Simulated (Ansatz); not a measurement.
Harmonic vibrations of C3H7Cl2Ga (`C[CH](C)[Ga]([Cl])[Cl]`) by finite differences.

```yaml
crystal:
  periodic: [false, false, false]
  atoms:
    - {symbol: C, position_ang: [0.535108, -0.449011, -1.326427]}
    - {symbol: C, position_ang: [0.374517, 0.214932, 0.035113]}
    - {symbol: C, position_ang: [0.483100, -0.772224, 1.190243]}
    - {symbol: Ga, position_ang: [-1.293881, 1.259165, 0.135215]}
    - {symbol: Cl, position_ang: [-2.249087, 2.106094, -1.586724]}
    - {symbol: Cl, position_ang: [-2.308433, 1.667331, 1.978836]}
    - {symbol: H, position_ang: [-0.225329, -1.217362, -1.490935]}
    - {symbol: H, position_ang: [1.511479, -0.940728, -1.394341]}
    - {symbol: H, position_ang: [0.462780, 0.266162, -2.148273]}
    - {symbol: H, position_ang: [1.156857, 0.976532, 0.149246]}
    - {symbol: H, position_ang: [-0.278980, -1.553605, 1.123969]}
    - {symbol: H, position_ang: [0.373209, -0.287444, 2.162385]}
    - {symbol: H, position_ang: [1.458660, -1.269843, 1.171693]}
basis:
  gaussian: {orbitals: def2-TZVP}
hamiltonian: {xc: pbe0, dispersion: d4}
phonons: {temperatures: {t_min: 298.15, t_max: 900, t_step: 200}}
```

```sh
$ ansatz run in.yaml --threads 4 --pin off --events-out ev --progress --plain --max-ram 11315MiB
```

It prints (some lines left out):

```
Functional definition: PBE0
mean field -80634.91143731 eV, -2963.2783390152 hartree, gradient 8.6e-6 eV, S^2 0.000000; 0 other end points of the search recorded, 0 dependent functions left out
mean field -80634.91129281 eV, -2963.2783337050 hartree, gradient 2.2e-6 eV, S^2 0.000000; 0 other end points of the search recorded, 0 dependent functions left out
mean field -80634.91124562 eV, -2963.2783319707 hartree, gradient 2.2e-6 eV, S^2 0.000000; 0 other end points of the search recorded, 0 dependent functions left out
mean field -80634.91124997 eV, -2963.2783321306 hartree, gradient 2.2e-6 eV, S^2 0.000000; 0 other end points of the search recorded, 0 dependent functions left out
mean field -80634.91129147 eV, -2963.2783336556 hartree, gradient 2.2e-6 eV, S^2 0.000000; 0 other end points of the search recorded, 0 dependent functions left out
mean field -80634.91126198 eV, -2963.2783325718 hartree, gradient 2.2e-6 eV, S^2 0.000000; 0 other end points of the search recorded, 0 dependent functions left out
mean field -80634.91131080 eV, -2963.2783343660 hartree, gradient 2.2e-6 eV, S^2 0.000000; 0 other end points of the search recorded, 0 dependent functions left out
mean field -80634.91134272 eV, -2963.2783355390 hartree, gradient 2.2e-6 eV, S^2 0.000000; 0 other end points of the search recorded, 0 dependent functions left out
mean field -80634.91129207 eV, -2963.2783336778 hartree, gradient 2.2e-6 eV, S^2 0.000000; 0 other end points of the search recorded, 0 dependent functions left out
mean field -80634.91128878 eV, -2963.2783335566 hartree, gradient 2.2e-6 eV, S^2 0.000000; 0 other end points of the search recorded, 0 dependent functions left out
mean field -80634.91130909 eV, -2963.2783343032 hartree, gradient 2.2e-6 eV, S^2 0.000000; 0 other end points of the search recorded, 0 dependent functions left out
mean field -80634.91130590 eV, -2963.2783341858 hartree, gradient 2.2e-6 eV, S^2 0.000000; 0 other end points of the search recorded, 0 dependent functions left out
mean field -80634.91130851 eV, -2963.2783342818 hartree, gradient 2.2e-6 eV, S^2 0.000000; 0 other end points of the search recorded, 0 dependent functions left out
mean field -80634.91129081 eV, -2963.2783336315 hartree, gradient 2.2e-6 eV, S^2 0.000000; 0 other end points of the search recorded, 0 dependent functions left out
mean field -80634.91124692 eV, -2963.2783320185 hartree, gradient 2.2e-6 eV, S^2 0.000000; 0 other end points of the search recorded, 0 dependent functions left out
mean field -80634.91125270 eV, -2963.2783322308 hartree, gradient 2.2e-6 eV, S^2 0.000000; 0 other end points of the search recorded, 0 dependent functions left out
mean field -80634.91130486 eV, -2963.2783341475 hartree, gradient 2.2e-6 eV, S^2 0.000000; 0 other end points of the search recorded, 0 dependent functions left out
mean field -80634.91129787 eV, -2963.2783338909 hartree, gradient 2.2e-6 eV, S^2 0.000000; 0 other end points of the search recorded, 0 dependent functions left out
mean field -80634.91125951 eV, -2963.2783324812 hartree, gradient 2.2e-6 eV, S^2 0.000000; 0 other end points of the search recorded, 0 dependent functions left out
mean field -80634.91135326 eV, -2963.2783359262 hartree, gradient 2.2e-6 eV, S^2 0.000000; 0 other end points of the search recorded, 0 dependent functions left out
mean field -80634.91140361 eV, -2963.2783377768 hartree, gradient 2.2e-6 eV, S^2 0.000000; 0 other end points of the search recorded, 0 dependent functions left out
mean field -80634.91142974 eV, -2963.2783387368 hartree, gradient 2.2e-6 eV, S^2 0.000000; 0 other end points of the search recorded, 0 dependent functions left out
mean field -80634.91137729 eV, -2963.2783368094 hartree, gradient 2.2e-6 eV, S^2 0.000000; 0 other end points of the search recorded, 0 dependent functions left out
mean field -80634.91137410 eV, -2963.2783366922 hartree, gradient 2.2e-6 eV, S^2 0.000000; 0 other end points of the search recorded, 0 dependent functions left out
mean field -80634.91136879 eV, -2963.2783364972 hartree, gradient 2.2e-6 eV, S^2 0.000000; 0 other end points of the search recorded, 0 dependent functions left out
mean field -80634.91138135 eV, -2963.2783369585 hartree, gradient 2.2e-6 eV, S^2 0.000000; 0 other end points of the search recorded, 0 dependent functions left out
mean field -80634.91147024 eV, -2963.2783402251 hartree, gradient 2.2e-6 eV, S^2 0.000000; 0 other end points of the search recorded, 0 dependent functions left out
mean field -80634.91147056 eV, -2963.2783402372 hartree, gradient 2.2e-6 eV, S^2 0.000000; 0 other end points of the search recorded, 0 dependent functions left out
mean field -80634.91138670 eV, -2963.2783371554 hartree, gradient 2.2e-6 eV, S^2 0.000000; 0 other end points of the search recorded, 0 dependent functions left out
mean field -80634.91136045 eV, -2963.2783361906 hartree, gradient 2.2e-6 eV, S^2 0.000000; 0 other end points of the search recorded, 0 dependent functions left out
mean field -80634.91145074 eV, -2963.2783395086 hartree, gradient 2.2e-6 eV, S^2 0.000000; 0 other end points of the search recorded, 0 dependent functions left out
mean field -80634.91137824 eV, -2963.2783368442 hartree, gradient 2.2e-6 eV, S^2 0.000000; 0 other end points of the search recorded, 0 dependent functions left out
mean field -80634.91147104 eV, -2963.2783402547 hartree, gradient 2.2e-6 eV, S^2 0.000000; 0 other end points of the search recorded, 0 dependent functions left out
mean field -80634.91146391 eV, -2963.2783399928 hartree, gradient 2.2e-6 eV, S^2 0.000000; 0 other end points of the search recorded, 0 dependent functions left out
[...]
mean field -80634.91141112 eV, -2963.2783380525 hartree, gradient 2.2e-6 eV, S^2 0.000000; 0 other end points of the search recorded, 0 dependent functions left out
mean field -80634.91141435 eV, -2963.2783381714 hartree, gradient 2.2e-6 eV, S^2 0.000000; 0 other end points of the search recorded, 0 dependent functions left out
mean field -80634.91142945 eV, -2963.2783387264 hartree, gradient 2.2e-6 eV, S^2 0.000000; 0 other end points of the search recorded, 0 dependent functions left out
mean field -80634.91142966 eV, -2963.2783387341 hartree, gradient 2.2e-6 eV, S^2 0.000000; 0 other end points of the search recorded, 0 dependent functions left out
mean field -80634.91141630 eV, -2963.2783382431 hartree, gradient 2.2e-6 eV, S^2 0.000000; 0 other end points of the search recorded, 0 dependent functions left out
mean field -80634.91137978 eV, -2963.2783369010 hartree, gradient 2.2e-6 eV, S^2 0.000000; 0 other end points of the search recorded, 0 dependent functions left out
mean field -80634.91138648 eV, -2963.2783371471 hartree, gradient 2.2e-6 eV, S^2 0.000000; 0 other end points of the search recorded, 0 dependent functions left out
mean field -80634.91136347 eV, -2963.2783363015 hartree, gradient 2.2e-6 eV, S^2 0.000000; 0 other end points of the search recorded, 0 dependent functions left out
mean field -80634.91138088 eV, -2963.2783369414 hartree, gradient 2.2e-6 eV, S^2 0.000000; 0 other end points of the search recorded, 0 dependent functions left out
mean field -80634.91138887 eV, -2963.2783372349 hartree, gradient 2.2e-6 eV, S^2 0.000000; 0 other end points of the search recorded, 0 dependent functions left out
mean field -80634.91137142 eV, -2963.2783365935 hartree, gradient 2.2e-6 eV, S^2 0.000000; 0 other end points of the search recorded, 0 dependent functions left out
mean field -80634.91138076 eV, -2963.2783369370 hartree, gradient 2.2e-6 eV, S^2 0.000000; 0 other end points of the search recorded, 0 dependent functions left out
mean field -80634.91138575 eV, -2963.2783371204 hartree, gradient 2.2e-6 eV, S^2 0.000000; 0 other end points of the search recorded, 0 dependent functions left out
mean field -80634.91141996 eV, -2963.2783383774 hartree, gradient 2.2e-6 eV, S^2 0.000000; 0 other end points of the search recorded, 0 dependent functions left out
mean field -80634.91142052 eV, -2963.2783383980 hartree, gradient 2.2e-6 eV, S^2 0.000000; 0 other end points of the search recorded, 0 dependent functions left out
mean field -80634.91138404 eV, -2963.2783370574 hartree, gradient 2.2e-6 eV, S^2 0.000000; 0 other end points of the search recorded, 0 dependent functions left out
mean field -80634.91137487 eV, -2963.2783367206 hartree, gradient 2.2e-6 eV, S^2 0.000000; 0 other end points of the search recorded, 0 dependent functions left out
mean field -80634.91136843 eV, -2963.2783364840 hartree, gradient 2.2e-6 eV, S^2 0.000000; 0 other end points of the search recorded, 0 dependent functions left out
mean field -80634.91138781 eV, -2963.2783371961 hartree, gradient 2.2e-6 eV, S^2 0.000000; 0 other end points of the search recorded, 0 dependent functions left out
mean field -80634.91142760 eV, -2963.2783386584 hartree, gradient 2.2e-6 eV, S^2 0.000000; 0 other end points of the search recorded, 0 dependent functions left out
mean field -80634.91141646 eV, -2963.2783382489 hartree, gradient 2.2e-6 eV, S^2 0.000000; 0 other end points of the search recorded, 0 dependent functions left out
mean field -80634.91142915 eV, -2963.2783387151 hartree, gradient 2.2e-6 eV, S^2 0.000000; 0 other end points of the search recorded, 0 dependent functions left out
mean field -80634.91141583 eV, -2963.2783382256 hartree, gradient 2.2e-6 eV, S^2 0.000000; 0 other end points of the search recorded, 0 dependent functions left out
mean field -80634.91139797 eV, -2963.2783375694 hartree, gradient 2.2e-6 eV, S^2 0.000000; 0 other end points of the search recorded, 0 dependent functions left out
mean field -80634.91140946 eV, -2963.2783379917 hartree, gradient 2.2e-6 eV, S^2 0.000000; 0 other end points of the search recorded, 0 dependent functions left out
mean field -80634.91136023 eV, -2963.2783361825 hartree, gradient 2.2e-6 eV, S^2 0.000000; 0 other end points of the search recorded, 0 dependent functions left out
mean field -80634.91134393 eV, -2963.2783355836 hartree, gradient 2.2e-6 eV, S^2 0.000000; 0 other end points of the search recorded, 0 dependent functions left out
mean field -80634.91136029 eV, -2963.2783361847 hartree, gradient 2.2e-6 eV, S^2 0.000000; 0 other end points of the search recorded, 0 dependent functions left out
mean field -80634.91134678 eV, -2963.2783356880 hartree, gradient 2.2e-6 eV, S^2 0.000000; 0 other end points of the search recorded, 0 dependent functions left out
mean field -80634.91139876 eV, -2963.2783375985 hartree, gradient 2.2e-6 eV, S^2 0.000000; 0 other end points of the search recorded, 0 dependent functions left out
mean field -80634.91141222 eV, -2963.2783380930 hartree, gradient 2.2e-6 eV, S^2 0.000000; 0 other end points of the search recorded, 0 dependent functions left out
mean field -80634.91142899 eV, -2963.2783387093 hartree, gradient 2.2e-6 eV, S^2 0.000000; 0 other end points of the search recorded, 0 dependent functions left out
mean field -80634.91141609 eV, -2963.2783382352 hartree, gradient 2.2e-6 eV, S^2 0.000000; 0 other end points of the search recorded, 0 dependent functions left out
Total energy: -80635.21878093 eV, -2963.2896336849 hartree
Atom 0 at     0.535108    -0.449011    -1.326427 Å, force     0.000575    -0.000506     0.000091 eV/Å
Atom 1 at     0.374517     0.214932     0.035113 Å, force    -0.001907     0.001003    -0.000168 eV/Å
Atom 2 at     0.483100    -0.772224     1.190243 Å, force     0.000295    -0.000365    -0.000115 eV/Å
Atom 3 at    -1.293881     1.259165     0.135215 Å, force     0.000133     0.000200    -0.000041 eV/Å
Atom 4 at    -2.249087     2.106094    -1.586724 Å, force     0.000479    -0.000382     0.001029 eV/Å
Atom 5 at    -2.308433     1.667331     1.978836 Å, force     0.000338    -0.000169    -0.000934 eV/Å
Atom 6 at    -0.225329    -1.217362    -1.490935 Å, force     0.000164     0.000023    -0.000036 eV/Å
Atom 7 at     1.511479    -0.940728    -1.394341 Å, force    -0.000182    -0.000060    -0.000108 eV/Å
Atom 8 at     0.462780     0.266162    -2.148273 Å, force    -0.000132     0.000236     0.000044 eV/Å
Atom 9 at     1.156857     0.976532     0.149246 Å, force     0.000161    -0.000087    -0.000045 eV/Å
Atom 10 at    -0.278980    -1.553605     1.123969 Å, force     0.000200     0.000016     0.000067 eV/Å
Atom 11 at     0.373209    -0.287444     2.162385 Å, force     0.000001     0.000162     0.000081 eV/Å
Atom 12 at     1.458660    -1.269843     1.171693 Å, force    -0.000124    -0.000071     0.000136 eV/Å
Dipole moment:     0.550464    -0.350344    -0.033963 e Å
Vibrations: 13.10 78.56 97.88 127.69 228.28 233.24 255.58 259.81 379.47 393.45 431.02 541.05 901.07 926.49 984.74 1001.81 1125.30 1186.38 1236.34 1322.41 1400.15 1419.19 1475.97 1487.49 1494.05 1498.32 3026.48 3033.82 3034.87 3099.48 3100.38 3125.82 3126.41 cm⁻¹, zero-point energy 2.606527 eV
```

It took 7.6 min on 4 threads of an Arm Neoverse V1 on a shared host, with 1.1 GiB of host memory at the peak.
